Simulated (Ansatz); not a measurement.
The first iterations of a band of AlBrClH₃ (6 atoms, charge 0, multiplicity 1).

Method: Ansatz 0.2.0, RKS PBE/def2-SVP.

```json
{
 "movable images": "1",
 "climbing image": "no",
 "spring": "5.0 eV/Å²",
 "optimiser": "quadratic models (default)",
 "start path": "through a guess of the saddle point",
 "force threshold": "0.05 eV/Å",
 "iteration limit": "60",
 "end points": "relaxed"
}
```

Image 0:

```xyz
6
Properties=species:S:1:pos:R:3
Al 0.009 -0.070 0.100
Cl 0.003 0.386 2.255
H 1.423 0.100 -0.609
H -1.418 0.007 -0.596
Br 0.096 -2.705 0.866
H 0.065 -1.747 2.001
```

Image 2:

```xyz
6
Properties=species:S:1:pos:R:3
Al 0.019 -0.430 -0.092
Cl 0.010 0.124 2.403
H 1.421 0.145 -0.573
H -1.420 0.055 -0.563
Br 0.094 -2.697 0.606
H 0.053 -1.224 2.236
```

| iteration | highest image above the first end (eV) | largest band force component (eV/Å) |
| --- | --- | --- |
| 1 | 0.638 | 1.904 |
| 2 | 0.094 | 0.640 |

**Question.** Does the band converge within its limit, and where does its top end?

**Answer.** It converged. It ended after 5 iterations with the highest image 0.018 eV above the first end. No image climbed, so the highest image needn't sit at the top of the path. So few images can step over the top or miss a turn of the path. The orbitals stay closed-shell, which can raise the energy where a bond breaks towards radicals; this wasn't checked here.

Time of the run: 14 s on 1 thread of Arm Neoverse V2, on a shared host, peak memory 0.12 GiB.
